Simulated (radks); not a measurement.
Dynamic dipole polarisability and lines of the gallium ion Ga3+, [Ar] 3d10. All-electron calculation, non-relativistic Kohn-Sham, PBE, spin-unpolarised, spherical densities, point nucleus. Program: a radial shooting solver on a logarithmic mesh with Libxc functionals. Time-dependent linear response with the Hartree and adiabatic LDA kernel, continuum included through the Sternheimer equations. Lines are the poles of the dipole polarisability below minus the highest occupied eigenvalue, found on a grid refined at the orbital gaps; the lowest seven at most are given, and weak or close lines can be missed. The first line takes the name of the lowest orbital gap if no other gap lies below it; otherwise a line is named after a gap within 0.6 % of it, if that gap stands alone.

photon energy (eV),alpha (bohr^3)
0,1.459
2.603,1.466
7.809,1.522
13.015,1.665
18.221,2.014
23.427,3.510
28.633,-2.027
33.839,0.4829
39.045,1.331
44.251,7.190

Lines (eV, oscillator strength): 26.496 (46.79 nm, 3d-4p), f = 0.507; 41.261 (30.05 nm, 3d-5p), f = 0.0496; 44.521 (27.85 nm, 3d-4f), f = 0.192; 45.939 (26.99 nm, 3d-6p), f = 0.00868; 46.160 (26.86 nm, 3d-6p), f = 0.0168. Higher lines, where found, are left out when the end of the mesh affects them. Those listed give 44 % of the static polarisability (sum of f/w^2). Orbital energy gaps for comparison: 3d-4p 25.820 eV; 3d-5p 41.114 eV; 3d-4f 44.536 eV; 3d-6p 46.094 eV. At laser wavelengths: 1550 nm 1.460, 1064 nm 1.460, 780 nm 1.462, 532 nm 1.464, 355 nm 1.471, 266 nm 1.481, 193 nm 1.501 bohr^3.
